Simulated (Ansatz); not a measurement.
Mulliken charges of CH4CdO (`[CH3][Cd][OH]`) from PBE/def2-TZVPP in Ansatz (PBE0-D4/def2-TZVP geometry).

```json
{"atom": "C1", "x (Å)": "-1.132", "y (Å)": "0.697", "z (Å)": "-0.306", "charge (e)": "-0.544"}
{"atom": "Cd2", "x (Å)": "0.538", "y (Å)": "-0.411", "z (Å)": "0.270", "charge (e)": "0.591"}
{"atom": "O3", "x (Å)": "2.056", "y (Å)": "-1.497", "z (Å)": "0.916", "charge (e)": "-0.578"}
{"atom": "H4", "x (Å)": "-1.939", "y (Å)": "0.028", "z (Å)": "-0.605", "charge (e)": "0.120"}
{"atom": "H5", "x (Å)": "-0.878", "y (Å)": "1.343", "z (Å)": "-1.147", "charge (e)": "0.115"}
{"atom": "H6", "x (Å)": "-1.473", "y (Å)": "1.316", "z (Å)": "0.525", "charge (e)": "0.121"}
{"atom": "H7", "x (Å)": "2.828", "y (Å)": "-1.475", "z (Å)": "0.348", "charge (e)": "0.174"}
```

Question: By hand: the dipole of these point charges (1 e Å = 4.8032 D).

Answer: Σ q r = (-0.274, 0.304, -0.284) e Å, of length 0.498 e Å = 2.39 D.

Question: How does the dipole of the full density compare? (Best estimate.)

Answer: Ansatz gave: (-0.150, 0.263, -0.308) e Å, 2.07 D; the point charges give 1.15 times that, at 14° from its direction.

Point charges leave out the atoms' own dipoles, such as those of lone pairs, and Mulliken's split depends on the basis, so the two needn't agree.
